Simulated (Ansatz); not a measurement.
**Strength of the Si–C bond: C2H7O2Si → CH4O2Si + CH3**

Species: C2H7O2Si `CO[Si](C)O`, doublet; CH4O2Si `CO[Si]O`, singlet; CH3 (methyl radical) `[CH3]`, doublet. 

Shapes, held fixed at every level: PBE0-D4/def2-TZVP. Flexible molecules stand in one conformer, not always the lowest. Programs: Ansatz 0.2.0. Electronic energies: no zero-point or thermal term.

Question: Estimate ΔE of this reaction.

Answer: The highest level, CCSD(T)/CBS estimate, gives ΔE = +181.4 kJ/mol; the levels span +148.1 to +194.7. A fragment pairs its electrons up again, so this isn't a typical strength of such a bond. The column of differences is taken from that level and isn't an error. No measured value is set beside it here. Open shells run unrestricted unless RO is named. The CBS estimate extrapolates MP2 from def2-TZVPP and def2-QZVPP and adds CCSD(T) − MP2 in the triple-zeta set, cores frozen.

| level | kind | ΔE (kJ/mol) | less CCSD(T)/CBS estimate |
| --- | --- | --- | --- |
| HF/def2-TZVPP | Hartree–Fock | +148.1 | -33.3 |
| PBE-D4/def2-TZVPP | GGA | +191.8 | +10.4 |
| r2SCAN-D4/def2-TZVPP | meta-GGA | +194.7 | +13.3 |
| B3LYP-D4/def2-TZVPP | global hybrid | +175.6 | -5.8 |
| B2PLYP/def2-TZVPP | double hybrid | +172.1 | -9.3 |
| MP2/def2-TZVPP | perturbation theory | +193.1 | +11.7 |
| CCSD/def2-TZVPP | coupled cluster or CI | +171.0 | -10.4 |
| CCSD(T)/CBS estimate | coupled cluster or CI | +181.4 | 0.0 |
